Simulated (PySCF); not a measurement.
A calculated (UHF, PySCF 2.14, x2c-TZVPPall with one added diffuse shell each of s, p, d, f type, the spin-free X2C one-electron Hamiltonian (Gaussian nucleus)) atom or ion has these occupied shells.

| shell | electrons | orbital energy (eV) | rms radius, mean of both spins (bohr) |
| --- | --- | --- | --- |
| 1s α | 1 | -78822.9 | 0.0194 |
| 1s β | 1 | -78822.9 | 0.0194 |
| 2s α | 1 | -13997.3 | 0.0782 |
| 2s β | 1 | -13997.2 | 0.0782 |
| 2p α | 3 | -12177.3 | 0.0716 |
| 2p β | 3 | -12177.1 | 0.0716 |
| 3s α | 1 | -3357.0 | 0.199 |
| 3s β | 1 | -3357.0 | 0.199 |
| 3p α | 3 | -2815.9 | 0.202 |
| 3p β | 3 | -2815.9 | 0.202 |
| 3d α | 5 | -2203.4 | 0.185 |
| 3d β | 5 | -2203.3 | 0.185 |
| 4s α | 1 | -759.08 | 0.441 |
| 4s β | 1 | -758.92 | 0.441 |
| 4p α | 3 | -577.82 | 0.469 |
| 4p β | 3 | -577.65 | 0.469 |
| 4d α | 5 | -348.51 | 0.503 |
| 4d β | 5 | -348.27 | 0.503 |
| 5s α | 1 | -122.73 | 1.03 |
| 5s β | 1 | -121.45 | 1.03 |
| 4f α | 7 | -93.683 | 0.565 |
| 4f β | 7 | -93.525 | 0.565 |
| 5p α | 3 | -73.016 | 1.19 |
| 5p β | 3 | -71.174 | 1.19 |
| 5d α | 5 | -13.950 | 1.80 |
| 5d β | 4 | -13.043 | 1.80 |
| 6p α | 1 | -3.763 | 5.22 |

Q: Name the element and its charge.

A: Pt (platinum, neutral), in [Xe] 4f14 5d9 6p1, one real determinant (an excited configuration).
